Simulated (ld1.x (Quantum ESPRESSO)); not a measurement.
## Pseudopotential generation for rhenium: ultrasoft, PBE, fully relativistic.

ld1.x (Quantum ESPRESSO) 7.5 was run on this input:

```
&input
   title='Re', zed=75., rel=2, dft='PBE', iswitch=3,
   config='[Xe] 4f14 5d5 6s2 6p0', rel_dist='average',
   nld=7, rlderiv=2.50, eminld=-8.0, emaxld=5.0, deld=0.04
 /
 &inputp
   pseudotype=3, tm=.true., lloc=-1, rcloc=2.00,
   nlcc=.true.,
   which_augfun='PSQ', rmatch_augfun=0.60,
   file_pseudopw='Re.UPF', file_wfcaegen='ae.wfc', file_wfcncgen='nc.wfc', file_beta='beta', file_chi='chi', file_wfcusgen='us.wfc'
 /
8
5S  1  0   2.00   0.00  1.85  1.95  0.0
6S  2  0   2.00   0.00  1.85  1.95  0.0
5P  2  1   6.00   0.00  1.80  2.30  0.0
6P  3  1   0.00   0.00  1.80  2.30  0.0
5D  3  2   5.00   0.00  1.40  1.90  0.0
5D  3  2   0.00   0.40  1.40  1.90  0.0
4F  4  3  14.00   0.00  0.75  1.00  0.0
4F  4  3   0.00  -2.40  0.75  1.00  0.0
 &test
   configts(1)='4f14 5s2 5p6 5d5 6s2 6p0'
 /
```

Command:

```bash
ld1.x < Re.in > Re.out
```

Resulting log (shortened: banner, matrices, multipoles, cross overlaps and the repeated all-electron block are left out):

```
Program LD1 v.7.5
     --------------------------- All-electron run ----------------------------

     Re
     dirac relativistic calculation

     atomic number is 75.00
     dft =PBE   lsd =0 sic =0 latt =0  beta=0.20 tr2=1.0E-14
     Exchange-correlation= PBE
                           (   1   4   3   4   0   0   0)
     mesh =1275 r(mesh) = 100.23444 a.u. xmin = -7.00 dx = 0.01250
     1 Ry =  13.60569312 eV, c = 137.03599908

     n l j   nl                  e(Ry)          e(Ha)          e(eV)
     Spin orbit split results
     1 0 0.5 1S 1( 2.00)     -5259.8009     -2629.9004    -71563.2368
     2 0 0.5 2S 1( 2.00)      -911.2838      -455.6419    -12398.6479
     2 1 0.5 2P 1( 2.00)      -871.8493      -435.9246    -11862.1139
     2 1 1.5 2P 1( 4.00)      -766.0217      -383.0109    -10422.2563
     3 0 0.5 3S 1( 2.00)      -210.9619      -105.4810     -2870.2832
     3 1 0.5 3P 1( 2.00)      -193.3868       -96.6934     -2631.1612
     3 1 1.5 3P 1( 4.00)      -170.4042       -85.2021     -2318.4673
     4 0 0.5 4S 1( 2.00)       -44.0235       -22.0117      -598.9696
     4 1 0.5 4P 1( 2.00)       -36.6949       -18.3474      -499.2591
     4 1 1.5 4P 1( 4.00)       -31.3336       -15.6668      -426.3156
     3 2 1.5 3D 1( 4.00)      -140.9406       -70.4703     -1917.5951
     3 2 2.5 3D 1( 6.00)      -135.9528       -67.9764     -1849.7321
     5 0 0.5 5S 1( 2.00)        -6.2512        -3.1256       -85.0513
     5 1 0.5 5P 1( 2.00)        -4.0379        -2.0190       -54.9387
     5 1 1.5 5P 1( 4.00)        -3.2309        -1.6155       -43.9591
     4 2 1.5 4D 1( 4.00)       -19.3164        -9.6582      -262.8130
     4 2 2.5 4D 1( 6.00)       -18.3260        -9.1630      -249.3381
     4 3 2.5 4F 1( 6.00)        -3.2039        -1.6020       -43.5918
     4 3 3.5 4F 1( 8.00)        -3.0194        -1.5097       -41.0804
     5 2 1.5 5D 1( 2.00)        -0.4344        -0.2172        -5.9103
     5 2 2.5 5D 1( 3.00)        -0.3696        -0.1848        -5.0283
     6 0 0.5 6S 1( 2.00)        -0.4372        -0.2186        -5.9490
     6 1 0.5 6P 1( 0.00)        -0.1255        -0.0627        -1.7074
     6 1 1.5 6P 1( 0.00)        -0.0876        -0.0438        -1.1915
     Averaged results
     1 0     1S 1( 2.00)     -5259.8009     -2629.9004    -71563.2368
     2 0     2S 1( 2.00)      -911.2838      -455.6419    -12398.6479
     2 1     2P 1( 6.00)      -801.2976      -400.6488    -10902.2088
     3 0     3S 1( 2.00)      -210.9619      -105.4810     -2870.2832
     3 1     3P 1( 6.00)      -178.0651       -89.0325     -2422.6986
     4 0     4S 1( 2.00)       -44.0235       -22.0117      -598.9696
     4 1     4P 1( 6.00)       -33.1207       -16.5604      -450.6301
     3 2     3D 1(10.00)      -137.9479       -68.9740     -1876.8773
     5 0     5S 1( 2.00)        -6.2512        -3.1256       -85.0513
     5 1     5P 1( 6.00)        -3.4999        -1.7500       -47.6190
     4 2     4D 1(10.00)       -18.7222        -9.3611      -254.7280
     4 3     4F 1(14.00)        -3.0985        -1.5492       -42.1567
     5 2     5D 1( 5.00)        -0.3955        -0.1978        -5.3811
     6 0     6S 1( 2.00)        -0.4372        -0.2186        -5.9490
     6 1     6P 1( 0.00)        -0.1002        -0.0501        -1.3635

     final scf error:  6.3E-15 reached in  28 iterations

     Etot =  -33435.567567 Ry,  -16717.783783 Ha, -454914.071707 eV

     Ekin =   37821.397676 Ry,   18910.698838 Ha,  514586.330262 eV
     Encl =  -83658.536991 Ry,  -41829.268495 Ha,-1138232.381414 eV
     Eh   =   13067.403076 Ry,    6533.701538 Ha,  177791.076165 eV
     Exc  =    -665.831328 Ry,    -332.915664 Ha,   -9059.096719 eV

     normalization and overlap integrals

     s(1S/1S) =  1.000000  <r> =   0.0180  <r2> =    0.0004  r(max) =   0.0112
     s(2S/2S) =  1.000000  <r> =   0.0756  <r2> =    0.0068  r(max) =   0.0644
     s(2P/2P) =  1.000000  <r> =   0.0625  <r2> =    0.0049  r(max) =   0.0483
     s(2P/2P) =  1.000000  <r> =   0.0705  <r2> =    0.0061  r(max) =   0.0547
     s(3S/3S) =  1.000000  <r> =   0.1969  <r2> =    0.0445  r(max) =   0.1818
     s(3P/3P) =  1.000000  <r> =   0.1870  <r2> =    0.0408  r(max) =   0.1708
     s(3P/3P) =  1.000000  <r> =   0.2019  <r2> =    0.0473  r(max) =   0.1841
     s(4S/4S) =  1.000000  <r> =   0.4404  <r2> =    0.2192  r(max) =   0.4148
     s(4P/4P) =  1.000000  <r> =   0.4450  <r2> =    0.2256  r(max) =   0.4148
     s(4P/4P) =  1.000000  <r> =   0.4784  <r2> =    0.2605  r(max) =   0.4415
     s(3D/3D) =  1.000000  <r> =   0.1765  <r2> =    0.0366  r(max) =   0.1451
     s(3D/3D) =  1.000000  <r> =   0.1811  <r2> =    0.0384  r(max) =   0.1488
     s(5S/5S) =  1.000000  <r> =   1.0365  <r2> =    1.2073  r(max) =   0.9347
     s(5P/5P) =  1.000000  <r> =   1.1373  <r2> =    1.4656  r(max) =   1.0075
     s(5P/5P) =  1.000000  <r> =   1.2400  <r2> =    1.7446  r(max) =   1.0860
     s(4D/4D) =  1.000000  <r> =   0.4934  <r2> =    0.2822  r(max) =   0.4361
     s(4D/4D) =  1.000000  <r> =   0.5048  <r2> =    0.2952  r(max) =   0.4471
     s(4F/4F) =  1.000000  <r> =   0.5761  <r2> =    0.4128  r(max) =   0.4148
     s(4F/4F) =  1.000000  <r> =   0.5849  <r2> =    0.4261  r(max) =   0.4200
     s(5D/5D) =  1.000000  <r> =   1.8812  <r2> =    4.2967  r(max) =   1.3945
     s(5D/5D) =  1.000000  <r> =   1.9719  <r2> =    4.7494  r(max) =   1.4478
     s(6S/6S) =  1.000000  <r> =   3.0724  <r2> =   10.8071  r(max) =   2.5728
     s(6P/6P) =  1.000000  <r> =   4.3394  <r2> =   22.2179  r(max) =   3.3452
     s(6P/6P) =  1.000000  <r> =   4.9333  <r2> =   28.7998  r(max) =   3.7906

     ------------------------ End of All-electron run ------------------------

     --------------------- Generating US pseudopotential ---------------------

      Generating local potential from pseudized AE potential:
      Matching radius rcloc =   2.0000

      Local pseudo, rcloc= 1.979 Estimated cut-off energy=     6.43 Ry

      Computing core charge for nlcc:

       r > 0.30 : true rho core
       r < 0.30 : rho core = a sin(br)/r    a= 166.17  b=   6.82

      Integrated core pseudo-charge :  23.83

     Fully relativistic calculation: |psi|^2

     Wfc 5S LC norm =  0.99954379 SC norm =  0.00045619 missing  0.00000002

     Wfc 6S LC norm =  0.99994835 SC norm =  0.00004872 missing  0.00000293

     Wfc 5P LC norm =  0.99962174 SC norm =  0.00037822 missing  0.00000004

     Wfc 5P LC norm =  0.99967805 SC norm =  0.00032172 missing  0.00000023

     Wfc 6P LC norm =  0.99997566 SC norm =  0.00002389 missing  0.00000045

     Wfc 6P LC norm =  0.99998155 SC norm =  0.00001526 missing  0.00000319

     Wfc 5D LC norm =  0.99985306 SC norm =  0.00014692 missing  0.00000003

     Wfc 5D LC norm =  0.99986511 SC norm =  0.00013086 missing  0.00000403

     Wfc 4F LC norm =  0.99894831 SC norm =  0.00105169 missing  0.00000000

     Wfc 4F LC norm =  0.99897125 SC norm =  0.00102874 missing  0.00000001
      Wfc-us  5S rcutus= 1.930  Estimated cut-off energy=    15.45 Ry
      Wfc-us  6S rcutus= 1.930  Estimated cut-off energy=    31.44 Ry
      Wfc-us  5P rcutus= 2.299  Estimated cut-off energy=    16.96 Ry
      Wfc-us  5P rcutus= 2.299  Estimated cut-off energy=    16.66 Ry
      Wfc-us  6P rcutus= 2.299  Estimated cut-off energy=    12.95 Ry
      Wfc-us  6P rcutus= 2.299  Estimated cut-off energy=    31.18 Ry
      Wfc-us  5D rcutus= 1.882  Estimated cut-off energy=    32.31 Ry
      Wfc-us  5D rcutus= 1.882  Estimated cut-off energy=    32.18 Ry
      Wfc-us  5D rcutus= 1.882  Estimated cut-off energy=    35.50 Ry
      Wfc-us  5D rcutus= 1.882  Estimated cut-off energy=    34.80 Ry
      Wfc-us  4F rcutus= 1.008  Estimated cut-off energy=   158.80 Ry
      Wfc-us  4F rcutus= 1.008  Estimated cut-off energy=   158.61 Ry
      Wfc-us  4F rcutus= 1.008  Estimated cut-off energy=   173.95 Ry
      Wfc-us  4F rcutus= 1.008  Estimated cut-off energy=   168.52 Ry

     Q pseudized with Bessel functions
     Expected ecutrho=    1469.1126 due to l1=  3   l2=  3

     ------------------- End of pseudopotential generation -------------------

     Computing logarithmic derivative in   2.49373
     Computing logarithmic derivative in   2.49373
     Computing the partial wave expansion
     R is outside the sphere for l=    0 j= 0.50
     R is outside the sphere for l=    0 j= 0.50
     R is outside the sphere for l=    1 j= 0.50
     R is outside the sphere for l=    1 j= 0.50
     R is outside the sphere for l=    1 j= 1.50
     R is outside the sphere for l=    1 j= 1.50
     R is outside the sphere for l=    2 j= 1.50
     R is outside the sphere for l=    2 j= 1.50
     R is outside the sphere for l=    2 j= 2.50
     R is outside the sphere for l=    2 j= 2.50
     R is outside the sphere for l=    3 j= 2.50
     R is outside the sphere for l=    3 j= 2.50
     R is outside the sphere for l=    3 j= 3.50
     R is outside the sphere for l=    3 j= 3.50

     ---------------------- Testing the pseudopotential ----------------------

     Re
     dirac relativistic calculation

     atomic number is 75.00   valence charge is 29.00
     dft =PBE   lsd =0 sic =0 latt =0  beta=0.20 tr2=1.0E-14
     mesh =1275 r(mesh) = 100.23444 xmin = -7.00 dx = 0.01250

     n l  j  nl             e AE (Ry)       e PS (Ry)    De AE-PS (Ry)
     4 3 2.5 4F   1( 6.00)       -3.20394       -3.20394        0.00000
     4 3 3.5 4F   1( 8.00)       -3.01935       -3.01935        0.00000
     1 0 0.5 5S   1( 2.00)       -6.25116       -6.25116       -0.00000
     2 1 0.5 5P   1( 2.00)       -4.03792       -4.03792        0.00000
     2 1 1.5 5P   1( 4.00)       -3.23094       -3.23094        0.00000
     3 2 1.5 5D   1( 2.00)       -0.43440       -0.43440       -0.00000
     3 2 2.5 5D   1( 3.00)       -0.36957       -0.36958        0.00001
     2 0 0.5 6S   1( 2.00)       -0.43724       -0.43724        0.00000
     3 1 0.5 6P   1( 0.00)       -0.12549       -0.12549       -0.00000
     3 1 1.5 6P   1( 0.00)       -0.08758       -0.08758       -0.00000

     eps = 1.0E-15  iter =  4

     Etot =  -33435.567567 Ry,  -16717.783783 Ha, -454914.071707 eV
     Etotps =  -949.955689 Ry,    -474.977845 Ha,  -12924.805591 eV

     Ekin =     194.074974 Ry,      97.037487 Ha,    2640.524534 eV
     Encl =   -1675.983628 Ry,    -837.991814 Ha,  -22802.918917 eV
     Ehrt =     776.297848 Ry,     388.148924 Ha,   10562.070287 eV
     Ecxc =    -200.015501 Ry,    -100.007750 Ha,   -2721.349523 eV
     (Ecc =    -104.602174 Ry,     -52.301087 Ha,   -1423.185083 eV)
     Epseu=     -44.329382 Ry,     -22.164691 Ha,    -603.131972 eV

     ---------------------- End of pseudopotential test ----------------------
```

The ghost test of this file was not conclusive. Its overlap operator is not positive definite in a basis up to 400 Ry (lowest eigenvalue p3/2 -3.40), so the file is unfit for use: the generalised eigenproblem breaks down once the basis is large enough, and its test numbers describe a broken file.

Generation and configuration tests took about 4.2 s on one core of a shared server CPU.

Transferability test of the new file with ld1.x, input:

```
&input
   title='Re', zed=75., rel=2, dft='PBE', iswitch=2,
   config='[Xe] 4f14 5d5 6s2 6p0', rel_dist='average'
 /
 &test
   file_pseudo='Re.UPF', nconf=8,
   configts(1)='4f14 5s2 5p6 5d5 6s2 6p0',
   configts(2)='4f14 5s2 5p6 5d5 6s1 6p0',
   configts(3)='4f14 5s2 5p6 5d5 6s0 6p0',
   configts(4)='4f14 5s2 5p6 5d4 6s0 6p0',
   configts(5)='4f14 5s2 5p6 5d5.5 6s1.5 6p0',
   configts(6)='4f14 5s1 5p6 5d5 6s2 6p0',
   configts(7)='4f13 5s2 5p6 5d6 6s2 6p0',
   configts(8)='4f14 5s2 5p6 5d5 6s0 6p2'
 /
```

```bash
ld1.x < Re.test.in > Re.test.out
```

Pseudopotential blocks of its output, shortened (energy terms left out; the distinct warnings before each block abridged to one line each):

```
     ---------------------- Testing the pseudopotential ----------------------

     n l  j  nl             e AE (Ry)       e PS (Ry)    De AE-PS (Ry)
     4 3 2.5 4F   1( 6.00)       -3.20394       -3.20394        0.00000
     4 3 3.5 4F   1( 8.00)       -3.01935       -3.01935        0.00000
     1 0 0.5 5S   1( 2.00)       -6.25116       -6.25116       -0.00000
     2 1 0.5 5P   1( 2.00)       -4.03792       -4.03792        0.00000
     2 1 1.5 5P   1( 4.00)       -3.23094       -3.23094        0.00000
     3 2 1.5 5D   1( 2.00)       -0.43440       -0.43440       -0.00000
     3 2 2.5 5D   1( 3.00)       -0.36957       -0.36958        0.00001
     2 0 0.5 6S   1( 2.00)       -0.43724       -0.43724        0.00000
     3 1 0.5 6P   1( 0.00)       -0.12549       -0.12549       -0.00000
     3 1 1.5 6P   1( 0.00)       -0.08758       -0.08758       -0.00000

     eps = 1.1E-15  iter =  4

     Etot =  -33435.567567 Ry,  -16717.783783 Ha, -454914.071707 eV
     Etotps =  -949.955689 Ry,    -474.977845 Ha,  -12924.805591 eV

     ---------------------- End of pseudopotential test ----------------------

          ---------------------- Testing the pseudopotential ----------------------

     n l  j  nl             e AE (Ry)       e PS (Ry)    De AE-PS (Ry)
     4 3 2.5 4F   1( 6.00)       -3.77375       -3.77291       -0.00084
     4 3 3.5 4F   1( 8.00)       -3.58916       -3.58838       -0.00078
     1 0 0.5 5S   1( 2.00)       -6.82185       -6.82130       -0.00055
     2 1 0.5 5P   1( 2.00)       -4.60988       -4.60280       -0.00709  !
     2 1 1.5 5P   1( 4.00)       -3.80389       -3.80381       -0.00008
     3 2 1.5 5D   1( 2.00)       -0.99254       -0.99224       -0.00030
     3 2 2.5 5D   1( 3.00)       -0.92431       -0.92419       -0.00012
     2 0 0.5 6S   1( 1.00)       -0.93223       -0.93230        0.00007
     3 1 0.5 6P   1( 0.00)       -0.55869       -0.55875        0.00006
     3 1 1.5 6P   1( 0.00)       -0.49540       -0.52205        0.02665  !

     eps = 6.2E-15  iter = 13

     Etot =  -33434.887364 Ry,  -16717.443682 Ha, -454904.817082 eV
     Etotps =  -949.275449 Ry,    -474.637725 Ha,  -12915.550453 eV
     dEtot_ae =       0.680202 Ry
     dEtot_ps =       0.680240 Ry,   Delta E=      -0.000038 Ry

     ---------------------- End of pseudopotential test ----------------------

          Warning: n=4, l=3 expected 0 nodes, found 1
     ---------------------- Testing the pseudopotential ----------------------

     n l  j  nl             e AE (Ry)       e PS (Ry)    De AE-PS (Ry)
     4 3 2.5 4F   1( 6.00)       -4.42382       -4.42310       -0.00072
     4 3 3.5 4F   1( 8.00)       -4.23921       -4.23859       -0.00062
     1 0 0.5 5S   1( 2.00)       -7.47130       -7.47065       -0.00065
     2 1 0.5 5P   1( 2.00)       -5.25954       -5.24547       -0.01406  !
     2 1 1.5 5P   1( 4.00)       -4.45321       -4.45338        0.00017
     3 2 1.5 5D   1( 2.00)       -1.61709       -1.61653       -0.00055
     3 2 2.5 5D   1( 3.00)       -1.54483       -1.54464       -0.00018
     2 0 0.5 6S   1( 0.00)       -1.47456       -1.47466        0.00010
     3 1 0.5 6P   1( 0.00)       -1.04708       -1.04746        0.00039
     3 1 1.5 6P   1( 0.00)       -0.96073       -1.06101        0.10028  !

     eps = 9.2E-15  iter = 12

     Etot =  -33433.687508 Ry,  -16716.843754 Ha, -454888.492203 eV
     Etotps =  -948.075502 Ry,    -474.037751 Ha,  -12899.224341 eV
     dEtot_ae =       1.880059 Ry
     dEtot_ps =       1.880187 Ry,   Delta E=      -0.000128 Ry

     ---------------------- End of pseudopotential test ----------------------

          ---------------------- Testing the pseudopotential ----------------------

     n l  j  nl             e AE (Ry)       e PS (Ry)    De AE-PS (Ry)
     4 3 2.5 4F   1( 6.00)       -5.40353       -5.41521        0.01168  !
     4 3 3.5 4F   1( 8.00)       -5.21872       -5.23025        0.01152  !
     1 0 0.5 5S   1( 2.00)       -8.43712       -8.44364        0.00652  !
     2 1 0.5 5P   1( 2.00)       -6.21379       -6.22612        0.01233  !
     2 1 1.5 5P   1( 4.00)       -5.39459       -5.39903        0.00444
     3 2 1.5 5D   1( 1.60)       -2.47706       -2.48024        0.00318
     3 2 2.5 5D   1( 2.40)       -2.39551       -2.39834        0.00283
     2 0 0.5 6S   1( 0.00)       -2.16024       -2.16087        0.00064
     3 1 0.5 6P   1( 0.00)       -1.66220       -1.66631        0.00411
     3 1 1.5 6P   1( 0.00)       -1.54533       -1.56844        0.02310  !

     eps = 8.1E-15  iter = 15

     Etot =  -33431.694293 Ry,  -16715.847147 Ha, -454861.373133 eV
     Etotps =  -946.081290 Ry,    -473.040645 Ha,  -12872.091707 eV
     dEtot_ae =       3.873274 Ry
     dEtot_ps =       3.874399 Ry,   Delta E=      -0.001125 Ry

     ---------------------- End of pseudopotential test ----------------------

          ---------------------- Testing the pseudopotential ----------------------

     n l  j  nl             e AE (Ry)       e PS (Ry)    De AE-PS (Ry)
     4 3 2.5 4F   1( 6.00)       -3.11930       -3.11678       -0.00252
     4 3 3.5 4F   1( 8.00)       -2.93473       -2.93228       -0.00245
     1 0 0.5 5S   1( 2.00)       -6.16888       -6.16750       -0.00138
     2 1 0.5 5P   1( 2.00)       -3.95895       -3.95177       -0.00718  !
     2 1 1.5 5P   1( 4.00)       -3.15554       -3.15486       -0.00068
     3 2 1.5 5D   1( 2.20)       -0.38078       -0.38038       -0.00040
     3 2 2.5 5D   1( 3.30)       -0.31853       -0.31832       -0.00021
     2 0 0.5 6S   1( 1.50)       -0.41272       -0.41289        0.00016
     3 1 0.5 6P   1( 0.00)       -0.11317       -0.11326        0.00009
     3 1 1.5 6P   1( 0.00)       -0.07868       -0.09718        0.01849  !

     eps = 7.1E-15  iter = 11

     Etot =  -33435.539699 Ry,  -16717.769849 Ha, -454913.692542 eV
     Etotps =  -949.927698 Ry,    -474.963849 Ha,  -12924.424747 eV
     dEtot_ae =       0.027868 Ry
     dEtot_ps =       0.027992 Ry,   Delta E=      -0.000123 Ry

     ---------------------- End of pseudopotential test ----------------------

          Warning: n=1, l=0 expected 0 nodes, found 1
     Warning: n=2, l=1 expected 0 nodes, found 1
     ---------------------- Testing the pseudopotential ----------------------

     n l  j  nl             e AE (Ry)       e PS (Ry)    De AE-PS (Ry)
     4 3 2.5 4F   1( 6.00)       -4.29612       -4.33303        0.03692  !
     4 3 3.5 4F   1( 8.00)       -4.11037       -4.14693        0.03657  !
     1 0 0.5 5S   1( 1.00)       -7.24582       -7.26225        0.01643  !
     2 1 0.5 5P   1( 2.00)       -5.00255       -5.01012        0.00757  !
     2 1 1.5 5P   1( 4.00)       -4.16491       -4.17508        0.01017  !
     3 2 1.5 5D   1( 2.00)       -1.23231       -1.23745        0.00514  !
     3 2 2.5 5D   1( 3.00)       -1.15228       -1.15712        0.00484
     2 0 0.5 6S   1( 2.00)       -1.02679       -1.02683        0.00004
     3 1 0.5 6P   1( 0.00)       -0.61773       -0.61874        0.00101
     3 1 1.5 6P   1( 0.00)       -0.54358       -0.58749        0.04391  !

     eps = 9.5E-15  iter = 19

     Etot =  -33428.833748 Ry,  -16714.416874 Ha, -454822.453435 eV
     Etotps =  -943.214210 Ry,    -471.607105 Ha,  -12833.083084 eV
     dEtot_ae =       6.733819 Ry
     dEtot_ps =       6.741480 Ry,   Delta E=      -0.007661 Ry

     ---------------------- End of pseudopotential test ----------------------

          Warning: n=3, l=2 expected 0 nodes, found 1
     ---------------------- Testing the pseudopotential ----------------------

     n l  j  nl             e AE (Ry)       e PS (Ry)    De AE-PS (Ry)
     4 3 2.5 4F   1( 5.57)       -3.90567       -4.01856        0.11289  !
     4 3 3.5 4F   1( 7.43)       -3.71386       -3.82508        0.11121  !
     1 0 0.5 5S   1( 2.00)       -6.54313       -6.57622        0.03309  !
     2 1 0.5 5P   1( 2.00)       -4.28224       -4.29996        0.01772  !
     2 1 1.5 5P   1( 4.00)       -3.43205       -3.44594        0.01389  !
     3 2 1.5 5D   1( 2.40)       -0.51503       -0.51956        0.00453
     3 2 2.5 5D   1( 3.60)       -0.44068       -0.44506        0.00438
     2 0 0.5 6S   1( 2.00)       -0.44299       -0.44258       -0.00042
     3 1 0.5 6P   1( 0.00)       -0.12265       -0.12150       -0.00114
     3 1 1.5 6P   1( 0.00)       -0.08406       -0.10928        0.02522  !

     eps = 5.4E-15  iter = 30

     Etot =  -33432.556065 Ry,  -16716.278033 Ha, -454873.098140 eV
     Etotps =  -946.890745 Ry,    -473.445372 Ha,  -12883.104892 eV
     dEtot_ae =       3.011502 Ry
     dEtot_ps =       3.064945 Ry,   Delta E=      -0.053443 Ry

     ---------------------- End of pseudopotential test ----------------------
```

The test run then stopped with an error in chargeps: “negative rho”.
